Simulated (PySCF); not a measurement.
C4H4ClF3O.
Numbering: `[CH3:1][C@H:2]([F:3])[C:4]([F:5])([F:6])[C:7](=[O:8])[Cl:9]` (hydrogens: H10, H11, H12 on C1; H13 on C2)

Structure used (PBE0-D3(BJ)/def2-SVP), in Å, numbered top down from 1:
```xyz
13
C4H4ClF3O angstrom
C     -1.7200   -0.3781    0.4261
C     -0.3549    0.2495    0.5204
F     -0.4414    1.6135    0.3782
C      0.5871   -0.2365   -0.5750
F      0.7903   -1.5646   -0.4280
F      0.0540   -0.0288   -1.7840
C      1.9720    0.4397   -0.4503
O      2.5124    0.5780    0.5922
Cl     2.6817    0.9168   -1.9781
H     -1.6462   -1.4691    0.5310
H     -2.1792   -0.1409   -0.5433
H     -2.3590    0.0124    1.2295
H      0.1329    0.0306    1.4845
```

Level of theory: TDDFT CAM-B3LYP/def2-SVPD, vertical, gas phase, core orbitals frozen in the response in PySCF.

Ground-to-excited transition dipoles (e·a0, same axes as the geometry; the sign carries no meaning), for the states with f of 0.002 or more among the lowest 9:

| state | E (hartree) | μx | μy | μz |
| --- | --- | --- | --- | --- |
| S3 | 0.2514 | -0.028 | -0.055 | 0.430 |
| S4 | 0.2781 | -0.214 | -0.046 | 0.112 |
| S6 | 0.2981 | -0.015 | -0.052 | 0.313 |
| S7 | 0.3035 | -0.059 | 0.064 | 0.055 |
| S8 | 0.3188 | -0.829 | -0.396 | 1.053 |
| S9 | 0.3351 | -0.249 | -0.128 | 0.262 |

Task: Work out the oscillator strengths.

Result: f = (2/3) ΔE |μ|² with ΔE in hartree (27.2114 eV).

```tsv
state	|μ|² (au)	|μ| (D)	f
S3	0.189	1.10	0.032
S4	0.060	0.62	0.011
S6	0.101	0.81	0.020
S7	0.011	0.26	0.002
S8	1.953	3.55	0.415
S9	0.147	0.97	0.033
```

Task: Which bond between heavy atoms lies closest to the direction of the S8 transition dipole?

Result: C7–Cl9, at 13° from it; next C2–C4 at 35°.

Task: What angle do the transition dipoles of S4 and S6 make?

Result: |cos θ| = |μa·μb| / (|μa| |μb|) = 0.52, so θ ≈ 59° (taken between 0 and 90°, since the signs are arbitrary).

Task: What peak molar absorption coefficient would the strongest computed level give as a lone Gaussian band 0.5 eV wide at half height?

Result: ε(max) = 2.175×10⁸ f / FWHM, with the width in cm⁻¹. S8: 2.175×10⁸ × 0.4150 / 4033 ≈ 22000 L mol⁻¹ cm⁻¹.

All these states lie below the vertical ionisation energy of 11.48 eV (ΔSCF).

One conformer stands for the species.
